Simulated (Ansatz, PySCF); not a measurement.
F₄H₂OSi₂, SMILES F[SiH2]O[Si](F)(F)F. Atoms are numbered in the order given.

```xyz
9

Si     1.8353     0.5016     0.8181
F      2.4299    -0.9849     0.6076
O      0.3878     0.5905     0.0206
Si    -1.0438    -0.0395    -0.3660
F     -2.1449     1.1086    -0.4260
F     -1.5025    -1.1178     0.7149
F     -0.9899    -0.7512    -1.7887
H      1.6109     0.7100     2.2670
H      2.7549     1.4781     0.1961
```

Geometry: PBE0-D3(BJ)/def2-SVP. One conformer was computed; it need not be the lowest.

Two levels are set side by side: PBE-D3(BJ)/def2-SVP (Ansatz, a program for electronic structure) and PBE0-D3(BJ)/def2-SVP (Ansatz). Each level has its own optimised geometry; the coordinates shown are those of the second. Frequencies come from the Hessian of PySCF at each geometry. Differences are taken from unrounded values.

| quantity | PBE0-D3(BJ) | PBE-D3(BJ) | PBE-D3(BJ) minus PBE0-D3(BJ) |
|---|---|---|---|
| mean bond length (Å) | 1.577 | 1.593 | 0.016 |
| bond Si1–F2 (Å) | 1.615 | 1.630 | 0.015 |
| bond Si1–O3 (Å) | 1.655 | 1.674 | 0.019 |
| bond O3–Si4 (Å) | 1.611 | 1.632 | 0.021 |
| bond Si4–F5 (Å) | 1.592 | 1.608 | 0.016 |
| bond Si4–F6 (Å) | 1.594 | 1.611 | 0.017 |
| bond Si4–F7 (Å) | 1.592 | 1.607 | 0.016 |
| bond Si1–H8 (Å) | 1.481 | 1.494 | 0.013 |
| bond Si1–H9 (Å) | 1.479 | 1.490 | 0.011 |
| highest harmonic wavenumber (cm⁻¹) | 2322 | 2246 | -76 |
| mean harmonic wavenumber (cm⁻¹) | 742 | 716 | -26 |
| zero-point energy (kcal/mol) | 22.29 | 21.50 | -0.79 |

Exact exchange shortens and stiffens bonds; PBE has none. Differences between two approximate levels are no errors against the true value.
